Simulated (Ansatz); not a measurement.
Consider the redistribution: `[SiH3]O[Si]1(Cl)CO1` + `CC[SiH2]I` → `[SiH3]C[SiH2]I` + `CO[Si]1(Cl)CO1`.

Calculated with Ansatz (gas phase, PBE0-D4/def2-TZVP geometries, no zero-point term in ΔE). CBS: MP2 limit from def2 TZ/QZ plus the TZ coupled-cluster correction, frozen cores. DFT in def2-TZVPP. Elements past krypton have def2 core potentials. For I outer-core shells are correlated without core-valence functions, which leaves a few kJ/mol of doubt a bond. One conformer a species, not always the lowest.

`[SiH3]O[Si]1(Cl)CO1`:

Cartesian coordinates in Å:
```
Si -2.243 -0.274 -0.396
O -0.622 0.012 -0.346
Si 0.732 0.188 0.490
Cl 0.351 -0.120 2.457
C 2.372 0.057 -0.200
O 1.744 1.405 0.113
H -2.803 -0.247 0.977
H -2.462 -1.606 -1.010
H -2.869 0.781 -1.227
H 2.545 -0.066 -1.266
H 3.254 -0.130 0.407
```

`CC[SiH2]I`:

```xyz
11

C    -0.769    0.237   -1.257
C    -0.074   -0.647   -0.224
Si    0.666    0.348    1.173
I     1.763   -1.136    2.783
H    -1.585    0.812   -0.811
H    -0.075    0.949   -1.710
H    -1.196   -0.362   -2.065
H     0.726   -1.233   -0.685
H    -0.774   -1.369    0.208
H     1.695    1.296    0.676
H    -0.377    1.104    1.911
```

`[SiH3]C[SiH2]I`:

Z-matrix (Å, degrees):
```
Si
C 1 1.878
H 1 1.487 2 110.1
H 1 1.486 2 110.4 3 120.2
H 1 1.487 2 110.1 3 -119.6
Si 2 1.859 1 113.8 3 59.8
H 2 1.095 1 109.0 3 -178.6
H 2 1.095 1 109.0 3 -61.8
I 6 2.450 2 110.7 1 -179.9
H 6 1.483 2 111.2 1 -61.2
H 6 1.483 2 111.2 1 61.3
```

`CO[Si]1(Cl)CO1`:

Cartesian coordinates in Å:
```
C -0.559 -1.228 -1.622
O 0.184 -0.745 -0.521
Si -0.029 0.538 0.420
Cl -1.209 1.902 -0.518
C 1.080 0.974 1.746
O -0.279 0.353 2.020
H -1.079 -0.420 -2.141
H 0.135 -1.709 -2.312
H -1.290 -1.965 -1.281
H 1.891 0.321 2.059
H 1.155 1.981 2.149
```

```csv
level,ΔE (kJ/mol)
r2SCAN-D4,139.8
ωB97X-V,139.7
r2SCAN,139.9
HF/def2-QZVPP,159.3
```

**Question.** What does CCSD(T)/CBS give? (Best estimate.)

**Answer.** Computed: +145.8 kJ/mol. The listed levels differ from it by -6.0, -6.1, -5.9, 13.5 kJ/mol.

Largest T1 diagnostic among the species: 0.012.

In def2-TZVPP, CCSD(T) changes the Hartree–Fock value by −13.8 kJ/mol (the triples alone add −3.0 kJ/mol) and MP2 by −8.8 kJ/mol. From PBE to PBE0 (25 % exact exchange), in def2-TZVPP and without D4, ΔE moves by +6.6 kJ/mol.
